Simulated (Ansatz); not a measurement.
`F[SiH2][GeH3]` and `C[SiH2][GeH3]` differ in one atom or group.

Ansatz, PBE0-D4/def2-TZVP geometries, multiplicity 1. 

Scalar relativity is left out up to krypton.

```json
{"property": "size of the dipole moment (PBE/def2-TZVPP) / D", "`F[SiH2][GeH3]`": "1.09"}
{"property": "HOMO–LUMO gap (ωB97M-V/def2-TZVPP) / eV", "`F[SiH2][GeH3]`": "11.63"}
{"property": "size of the dipole moment (B3LYP/def2-TZVPP) / D", "`F[SiH2][GeH3]`": "1.17"}
{"property": "HOMO energy (B3LYP/def2-TZVPP) / eV", "`F[SiH2][GeH3]`": "-8.13"}
{"property": "HOMO energy (ωB97M-V/def2-TZVPP) / eV", "`F[SiH2][GeH3]`": "-10.38"}
{"property": "HOMO–LUMO gap (B3LYP/def2-TZVPP) / eV", "`F[SiH2][GeH3]`": "7.41"}
```

**Question.** What does the change do to each property? (An estimate is asked.)

**Answer.** Ansatz gave: 
| property | `C[SiH2][GeH3]` | shift |
| --- | --- | --- |
| size of the dipole moment (PBE/def2-TZVPP) / D | 1.04 | -0.05 |
| HOMO–LUMO gap (ωB97M-V/def2-TZVPP) / eV | 11.88 | 0.25 |
| size of the dipole moment (B3LYP/def2-TZVPP) / D | 1.02 | -0.15 |
| HOMO energy (B3LYP/def2-TZVPP) / eV | -7.76 | 0.37 |
| HOMO energy (ωB97M-V/def2-TZVPP) / eV | -10.00 | 0.38 |
| HOMO–LUMO gap (B3LYP/def2-TZVPP) / eV | 7.83 | 0.42 |

With PBE0 the HOMO rises by 0.37 eV and the LUMO rises by 0.81 eV, so the gap widens by about 0.44 eV. PBE moves the HOMO by 0.29 eV and ωB97M-V by 0.38 eV. The zero-point energy changes by 88.6 kJ/mol with +9 modes. Dipoles are sizes alone; their direction can turn.

B3LYP here is the variant with VWN-RPA as its local correlation; programs differ in this.
